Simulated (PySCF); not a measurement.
PBEsol on Ge⁻ (germanium, charge -1), [Ar] 3d10 4s2 4p3, high-spin 4S determinant. Computed with PySCF 2.14 in aug-cc-pVTZ-PP with ECP10MDF, with a scalar-relativistic core potential.

```
cycle= 1 E= -294.259280409254  delta_E= -0.00924  |g|= 0.156  |ddm|= 0.462
cycle= 2 E= -294.258456723089  delta_E= 0.000824  |g|= 0.152  |ddm|= 0.266
cycle= 3 E= -294.264050832913  delta_E= -0.00559  |g|= 0.0166  |ddm|= 0.187
cycle= 4 E= -294.264381995222  delta_E= -0.000331  |g|= 0.000714  |ddm|= 0.0535
cycle= 5 E= -294.264382931198  delta_E= -9.36e-07  |g|= 2.19e-05  |ddm|= 0.00331
cycle= 6 E= -294.264382931906  delta_E= -7.08e-10  |g|= 8.43e-07  |ddm|= 0.000217
converged SCF energy = -294.264382931906  <S^2> = 3.7506297  2S+1 = 4.0003148
```

Highest occupied orbital energy: 1.168 eV; ⟨L²⟩ = 0.00; populations by l: s 4.00, p 9.00, d 10.00, f 0.00.

(1) Can this result be used?

## Answers

(1) With care. Self-consistency was reached. Energies and moments cover only the electrons outside the core potential. At PBEsol the highest occupied level has a positive energy, so only the finite basis holds that electron; in a semilocal or global hybrid functional this comes from self-interaction and does not mean that the real anion is unbound.
